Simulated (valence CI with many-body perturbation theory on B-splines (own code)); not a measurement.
Questions on Nd28+

Calculated by relativistic CI+MBPT: four valence electrons over a frozen Dirac-Fock core [Ar] 3d10, a basis of 11 s, 11 p, 9 d, 7 f, 5 g, 2 h, 1 i functions for each j, with the one-electron correlation potential Σ1 (screened to all orders), the two-electron term Σ2, the three-electron term Σ3, Breit, model QED; selected single and double excitations, second order for the rest (own B-spline code, finite nucleus).

No measured spectrum was set against this ion. As an estimate, large intervals hold to a few tenths of a per cent, small ones and those within an open d or f shell to about a per cent.

Levels are named by their leading jj configuration (3d3/2^4 stands for four electrons in 3d with j = 3/2), which in mixed levels can hold well under half, so a name can repeat and another be missing.

Rates and lifetimes use the calculated energies. Strong lines usually hold to 10 to 20 %, long lifetimes can be off by a factor of two.

(1) What is the ground level?

(2) Among levels below 2088500 cm⁻¹, which E1 lines absorb most strongly from the ground level?

(3) How well does LS coupling describe the low levels?

(4) What is the ionisation energy?

(5) What are the static dipole polarisabilities of the lowest levels?

Answers

(1) (4s^2 4p1/2^2) J=0, composition 74 % 4s2.4p2 3P + 25 % 4s2.4p2 1S.

(2) to (4s^2 4p1/2 4d3/2) J=1 at 8.432 nm, f = 1.43; to (4s 4p1/2^2 4p3/2) J=1 at 12.39 nm, f = 0.439; to (4s 4p1/2 4p3/2^2) J=1 at 9.187 nm, f = 0.199.

(3) Among the lowest 20 levels the leading LS term, summed over configurations, holds 64 % on average. For single configurations the figures are 60 % in LS and 86 % in jj coupling. Terms mix most in the J = 1 level at 1088500 cm⁻¹, where the leading one holds 38 %.

(4) 1050.1 eV; NIST lists 1049 ± 4 eV (theoretical).

(5) (4s^2 4p1/2^2) J=0 0.104; (4s^2 4p1/2 4p3/2) J=1 0.113 (tensor 0.0044); (4s^2 4p1/2 4p3/2) J=2 0.113 (tensor 0.0070) bohr³, of which the core gives 0.00640.
